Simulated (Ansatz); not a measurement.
Several settings on one geometry of Nb₅O₁₈H₁₁, a hydroxylated oxide cluster (that of the charge 0 singlet, PBE-D4/def2-SVP). Ansatz on 2 threads of AMD EPYC 7R13 on a shared host and a share (18 GiB) of an NVIDIA H100 80GB HBM3; times are rough.

Cartesian coordinates in Å:
```
Nb 1.336 1.091 -0.357
Nb -1.852 0.681 2.167
Nb 2.852 -0.434 -2.522
Nb -0.704 -0.847 -1.758
Nb 1.048 -0.469 2.697
O -0.770 -2.542 -0.899
O -0.046 0.952 -1.788
O -0.369 -1.240 -3.561
O -0.337 -0.215 0.357
O -2.612 -0.450 -1.650
O 0.057 1.436 2.753
O -2.955 1.300 3.560
O -1.638 2.371 1.047
O -3.105 -0.050 0.990
O 0.974 -2.163 1.640
O 0.711 2.726 0.278
O 2.178 -0.491 -4.357
O 4.324 -1.306 -2.324
O -0.934 -0.742 2.985
O 2.037 -0.654 4.089
O 2.832 1.260 -1.527
O 1.517 -1.060 -1.361
O 2.088 0.397 1.258
H -0.324 -2.890 -0.097
H 2.628 -0.863 -5.138
H 0.394 -0.959 -4.133
H 0.009 -1.103 0.686
H -3.027 0.265 -2.169
H 0.457 2.208 2.292
H -2.800 1.296 4.522
H -2.393 2.595 0.470
H -3.064 -0.310 0.024
H 1.801 -2.561 1.305
H -0.314 2.771 0.521
```

Totals from different functionals, basis sets or treatments of relativity can't be compared as stabilities.

In the def2 sets Nb takes a core potential; there is no spin–orbit coupling. LC-ωPBE has ω = 0.4 bohr⁻¹. B3LYP takes the VWN-RPA correlation.

The spins typed aren't always the lowest for that charge.

Task: Give the basis size and estimate the energy, ⟨S²⟩ and time of these runs.

| run | method | charge | state | further keys |
| --- | --- | --- | --- | --- |
| 1 | RKS LC-ωPBE/def2-mTZVPP | 0 | singlet | fitting: {mean_field: def2-universal-jkfit}; scf: {lower_state_search: off}; forces asked |
| 2 | UKS LDA (SPW92)/def2-mTZVP | 1 | doublet | fitting: {mean_field: def2-universal-jkfit} |
| 3 | RKS B3LYP-D4/def2-mTZVP | 0 | singlet | fitting: {mean_field: def2-universal-jkfit}; final_grid: {core_spheres: 8, valence_spheres: 7, degree: 23}; scf: {omitted_lower_state_checks: [starts]} |

Result: 
```json
{"run": "1", "functions": "652", "energy (Eh)": "-1646.5001", "⟨S²⟩": "–", "wall time": "8.5 s"}
{"run": "2", "functions": "630", "energy (Eh)": "-1636.9713", "⟨S²⟩": "0.75", "wall time": "26 s"}
{"run": "3", "functions": "630", "energy (Eh)": "-1647.4441", "⟨S²⟩": "–", "wall time": "4.2 s"}
```
